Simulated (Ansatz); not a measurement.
Gas-phase reaction in SMILES: [NH]BN -> [NH-]BN (an electron is taken up)
Structures are relaxed separately at B3LYP-D3(BJ)/def2-TZVP in Ansatz (a first-principles code), one conformer each, not searched for the lowest. Frequencies are from Ansatz.

Property: adiabatic electron affinity (0 K, with B3LYP-D3(BJ) harmonic zero-point energies), positive where the reaction releases energy, in eV. Valence correlation only, unless marked. Open shells are spin-unrestricted. Spin-orbit coupling is left out. No relativistic terms. Anions need diffuse functions: aug- sets have them; def2-D sets add few; the other sets have none. CBS(X,Y): correlation extrapolated as X^-3; Hartree-Fock from the larger set. The bracket is a focal-point correction in the basis named.

| level | program | adiabatic electron affinity (eV) |
|---|---|---|
| BLYP/def2-TZVPD | Ansatz | 1.61 |

### Question
Estimate the value at RI-MP2/CBS(aug-cc-pVTZ,aug-cc-pVQZ)+[CCSD(T)-MP2]/aug-cc-pVTZ as computed with Ansatz.

### Answer
1.82 eV
